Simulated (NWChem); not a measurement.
# AuCl; SMILES [Cl][Au]

Results from NWChem. All runs use the structure optimised with PBE0/def2-SVP. def2 effective core potentials on Au; no spin-orbit coupling. Total energies compare along this basis series because the functional is fixed.

```csv
level,basis functions,energy (Ha),highest occupied level (eV),orbital gap (eV),dipole (D)
B3LYP/def2-SVP,50,-595.8570,[?],3.61,[?]
B3LYP/def2-SVPD,62,-595.8657,-7.87,3.62,3.83
B3LYP/def2-TZVP,77,-596.0251,-7.81,3.60,3.72
B3LYP/def2-TZVPD,89,-596.0265,-7.85,3.61,3.74
B3LYP/def2-TZVPP,98,-596.0262,-7.81,3.63,3.68
B3LYP/def2-QZVP,142,-596.0424,-7.85,3.64,3.65
```

Some entries are withheld; supply them.


- B3LYP/def2-SVP, highest occupied level (eV): -7.66
- B3LYP/def2-SVP, dipole (D): 3.26
